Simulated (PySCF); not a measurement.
Delta-SCF ions had no search for a lower state. Excitations are Tamm–Dancoff values on a coarser integration grid. The basis has no diffuse functions, so Rydberg states are missing or too high.

H2F2Si2, SMILES `[SiH2]=[Si](F)F` (charge 0, multiplicity 1)

Computed with PySCF with PBE-D3(BJ)/def2-TZVP // ωB97X-D3(BJ)/def2-TZVP.

- HOMO: -6.01 eV
- dipole moment: 0.22 D
- HOMO–LUMO gap: 2.99 eV
- LUMO: -3.02 eV
- S1 excitation (TDA): 4.45 eV
- S1 oscillator strength: 0.213
- brightest of the four lowest singlets (TDA): 4.45 eV
- T1 excitation (TDA): 2.25 eV
- S1–T1 gap (TDA): 2.20 eV
- vertical ionisation energy (Delta-SCF): 8.95 eV
- total energy: -779.5678 Ha
- cost: roughly 60 core-seconds

Bonds (Å): F1–Si2 1.585, Si2–F3 1.585, Si2–Si4 2.233, Si4–H5 1.508, Si4–H6 1.509. Bond angles (°): F1–Si2–F3 103.9, F1–Si2–Si4 127.0, F3–Si2–Si4 126.7, Si2–Si4–H5 88.5, Si2–Si4–H6 88.4, H5–Si4–H6 100.5.
Charge 0, spin multiplicity 1.
